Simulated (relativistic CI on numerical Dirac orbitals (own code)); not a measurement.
## Ho²⁺ (4f11) in a crystal field

Calculated by Dirac-Coulomb-Breit CI, orbitals from a KLI potential per configuration, model QED (radiative potential, 1s self-energy scaled to tabulated hydrogen-like ionisation energies), one configuration in a parametric crystal field, unscaled Slater integrals (own radial code). With so little scaling, terms lie 10 to 35 % too far apart, which can change the order of excited levels.

Field parameters in Wybourne normalisation; cubic f-shell fields have B⁴₄ = √(5/14) B⁴₀ and B⁶₄ = −√(7/2) B⁶₀. The field is a parameter set, without covalency.

S is read from ⟨S²⟩ = S(S + 1).

Powder χT (cm³ K mol⁻¹) by Van Vleck's formula, with temperature-independent terms:

```csv
Field,2 K,5 K,10 K,20 K,50 K,100 K,200 K,300 K
"C2v, B20 = 90, B22 = -90, B40 = 80, B42 = 80, B44 = 400, B60 = 350, B62 = 10, B64 = -300, B66 = -200 cm⁻¹",4.53,6.13,7.56,8.74,10.1,10.9,11.3,11.4
"D3h, B20 = 240, B40 = 20, B60 = -480, B66 = 200 cm⁻¹",5.19,5.74,6.66,8.12,10.1,11,11.3,11.4
"D4h, B20 = -850, B40 = 1130, B44 = 330, B60 = -290, B64 = -350 cm⁻¹",5.31,7.11,8.57,9.65,10.6,11,11.3,11.4
"D4h, B20 = -700, B40 = 140, B44 = 200, B60 = -30, B64 = 10 cm⁻¹",10.2,10.4,10.6,11,11.3,11.4,11.4,11.4
"Oh, B40 = 1250, B60 = 280 cm⁻¹",4.66,5.13,5.9,7.34,9.65,10.7,11.2,11.3
"Oh, B40 = 1540, B60 = 190 cm⁻¹",7.57,8.05,8.6,9.37,10.5,10.9,11.2,11.3
```

(1) For Oh, B40 = 1250, B60 = 280 cm⁻¹: what effective moment follows at 300 K?

## Answers

(1) μ_eff = √(8χT) = 9.51 μB. The LS value g√(J(J + 1)) of the free ion's 4I°_15/2 level is 9.58 μB.
